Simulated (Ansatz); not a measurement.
Isolated molecules relaxed with PBE0-D4/def2-TZVP in Ansatz; ΔE leaves out vibrations. CCSD(T)/CBS is the MP2 limit (def2-TZVPP, def2-QZVPP) plus CCSD(T) − MP2 in def2-TZVPP, frozen cores. This one scheme is used for every species. Functionals use def2-TZVPP. Each species was taken in one conformer, which may not be the lowest.

Consider the redistribution: `C[SiH](O)Cl` + `NC(=O)[SiH2]F` → `C[SiH](O)C(N)=O` + `F[SiH2]Cl`.

```json
{"species": "`C[SiH](O)Cl`", "PBE0-D4 energy (Eh)": "-865.82545"}
{"species": "`NC(=O)[SiH2]F`", "PBE0-D4 energy (Eh)": "-559.62204"}
{"species": "`C[SiH](O)C(N)=O`", "PBE0-D4 energy (Eh)": "-574.89661"}
{"species": "`F[SiH2]Cl`", "PBE0-D4 energy (Eh)": "-850.54975"}
```

(1) Work out ΔE.

Largest T1 diagnostic among the species: 0.015.

Answers

(1) ΔE = (-574.89661) + (-850.54975) − (-865.82545) − (-559.62204) = 0.00113 Eh = +0.03 eV. CCSD(T)/CBS gives +0.03 eV.
